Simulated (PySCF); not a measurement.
B(F)(OMe)2 (C₂H₆BFO₂), SMILES O(B(OC)F)C.

Coordinates come from a ωB97X-D3(BJ)/def2-SVP optimisation. Other conformers were not sampled.

All values below come from ωB97X-D3(BJ)/def2-SVP (PySCF).

Harmonic, unscaled wavenumbers; measured fundamentals usually lie a few per cent lower.

A small imaginary wavenumber (i) marks a very flat motion, where grid noise or a shallow saddle decides the sign.

| mode | ν (cm⁻¹) | IR (km/mol) | Raman (Å⁴/amu) | depolarisation | moving atoms (share of kinetic energy) |
|---|---|---|---|---|---|
| 1 | 20i | 0.0 | 0.1 | 0.74 | H 96 % |
| 2 | 50 | 0.0 | 0.0 | – | H 97 % |
| 3 | 126 | 6.7 | 0.0 | – | O 49 %, C 22 %, H 21 % |
| 4 | 179 | 0.3 | 0.1 | 0.75 | O 57 %, H 17 %, F 14 %, C 11 % |
| 5 | 183 | 5.6 | 0.5 | 0.70 | C 52 %, H 27 %, O 9 % |
| 6 | 279 | 3.9 | 0.4 | 0.23 | C 32 %, F 31 %, H 19 %, O 17 % |
| 7 | 470 | 12.4 | 1.0 | 0.47 | F 35 %, O 32 %, C 20 % |
| 8 | 547 | 4.1 | 0.6 | 0.67 | O 53 %, F 17 %, C 12 %, H 10 % |
| 9 | 682 | 69.7 | 0.3 | 0.75 | B 82 %, O 13 % |
| 10 | 791 | 4.4 | 7.0 | 0.12 | O 45 %, F 29 %, C 16 %, H 9 % |
| 11 | 1109 | 78.2 | 2.0 | 0.75 | O 40 %, C 40 %, B 12 %, H 8 % |
| 12 | 1170 | 12.7 | 2.4 | 0.31 | H 35 %, O 30 %, C 28 % |
| 13 | 1190 | 0.8 | 2.4 | 0.75 | H 76 %, C 19 % |
| 14 | 1196 | 0.7 | 2.4 | 0.75 | H 77 %, C 18 % |
| 15 | 1200 | 19.1 | 3.7 | 0.75 | H 72 %, C 19 % |
| 16 | 1235 | 11.8 | 3.0 | 0.75 | H 41 %, O 25 %, C 20 % |
| 17 | 1421 | 345.2 | 2.7 | 0.43 | H 37 %, B 33 %, O 14 %, C 13 % |
| 18 | 1441 | 402.1 | 4.6 | 0.52 | H 43 %, B 32 %, C 11 %, O 10 % |
| 19 | 1482 | 5.2 | 20.8 | 0.75 | H 97 % |
| 20 | 1484 | 33.9 | 15.0 | 0.75 | H 94 % |
| 21 | 1489 | 5.4 | 14.9 | 0.75 | H 96 % |
| 22 | 1491 | 0.9 | 15.8 | 0.74 | H 96 % |
| 23 | 1512 | 131.8 | 2.3 | 0.71 | H 58 %, B 24 %, O 8 % |
| 24 | 1556 | 428.1 | 3.0 | 0.75 | B 39 %, H 37 %, O 22 % |
| 25 | 3059 | 43.3 | 94.8 | 0.01 | H 97 % |
| 26 | 3064 | 45.4 | 157.0 | 0.01 | H 97 % |
| 27 | 3147 | 27.7 | 49.6 | 0.75 | H 90 %, C 10 % |
| 28 | 3159 | 25.1 | 81.0 | 0.75 | H 90 %, C 10 % |
| 29 | 3172 | 14.5 | 54.1 | 0.74 | H 90 %, C 10 % |
| 30 | 3177 | 24.2 | 85.2 | 0.65 | H 90 %, C 10 % |
